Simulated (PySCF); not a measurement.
**Electron correlation in Sc (scandium, neutral)**

[Ar] 3d1 4s2, 2D determinant. All numbers are calculated (PySCF 2.14, the non-relativistic Hamiltonian (point nucleus), in def2-TZVPPD (6s6p4d2f1g, 67 functions)). Frozen: [Ne]; 11 electrons correlated.

```tsv
level	correlation energy (mhartree)
CCSD	-258.20
(T)	-7.75
CCSD(T)	-265.95
```

Diagnostics: T1 = 0.023, D1 = 0.0725, largest double amplitude 0.084.

**Question.** Is a single reference adequate?

**Answer.** Mostly. T1 lies below 0.03, but a double amplitude of this size points to a near-degeneracy that CCSD handles and MP2 describes poorly.

This basis was not built for core-valence correlation, so the inner-shell part is incomplete.
